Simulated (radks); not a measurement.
The numbers below are computed, except where a source is named.
Pr IV, 56 electrons, occupied as [Xe] 4f2.

Code: a radial shooting solver on a logarithmic mesh with Libxc functionals. Model: Dirac Kohn-Sham, HCTH/407, spin-unpolarised, spherical densities, finite nucleus; open shells fill j = l - 1/2 first; Fermi nuclear charge, rms radius 4.8919 fm.

Energy parts (eV):
total: -251604.81
kinetic: 270571.53
electron-nucleus: -612195.85
Hartree: 96047.15
exchange-correlation: -6027.64

Orbitals (lengths in bohr, moments of r in powers of bohr; <r^-3> diverges for s and p1/2; r(90%) holds 90 % of the orbital's charge):
orbital  occ.  eigenvalue (eV)  r(90%)  <r^-3>      <r^4>   <1/r>
1s1/2       2        -41793.64  0.0435       -  1.648e-06   64.65
2s1/2       2        -6754.774   0.159       -  0.0002691   15.28
2p1/2       2        -6388.811   0.142       -  0.0001687   15.26
2p3/2       4        -5906.646   0.150    7511  0.0002120   13.77
3s1/2       2        -1483.759   0.400       -    0.01085   5.528
3p1/2       2        -1327.692   0.393       -    0.01004   5.444
3p3/2       4        -1232.010   0.410    1532    0.01193   5.071
3d3/2       4        -959.1704   0.383   252.8   0.009014   4.941
3d5/2       6        -938.4991   0.388   229.1   0.009511   4.846
4s1/2       2        -320.0882   0.892       -     0.2750   2.298
4p1/2       2        -261.4525   0.928       -     0.3200   2.195
4p3/2       4        -240.6908   0.967   333.5     0.3783   2.072
4d3/2       4        -144.1000    1.07   45.96     0.5713   1.856
4d5/2       6        -140.4201    1.09   41.23     0.6028   1.826
4f5/2       2         -30.9172    1.69   5.143      3.913   1.307
4f7/2       0         -30.5056    1.71   5.002      4.069   1.296
5s1/2       2         -65.9744    2.09       -      8.367  0.9087
5p1/2       2         -49.5822    2.34       -      13.08  0.8118
5p3/2       4         -46.4129    2.45   50.70      15.58  0.7706
5d3/2       0         -24.3051    3.39   4.349      54.95  0.5639
5d5/2       0         -23.9613    3.43   3.895      57.67  0.5559
6s1/2       0         -21.1572    4.61       -      200.2  0.3891

The highest occupied level is 4f5/2 at -30.917 eV. Summed over all electrons, <r^2> = 37.50 bohr^2, which gives a Langevin (diamagnetic) susceptibility term of -29.7 x 10^-6 cm^3/mol. The electron density at the nucleus is 4.163e+05 e/bohr^3. For comparison, the ionisation energy in NIST's Atomic Spectra Database is 38.98 eV (semi-empirical). In exact Kohn-Sham theory the highest level is minus the ionisation energy, but local and semilocal functionals leave it too shallow, through self-interaction and a potential that decays too fast; potentials with the right tail come closer.

Beside tabulated values, note that spin-unpolarised runs miss the spin-polarisation part of the exchange energy of open shells.
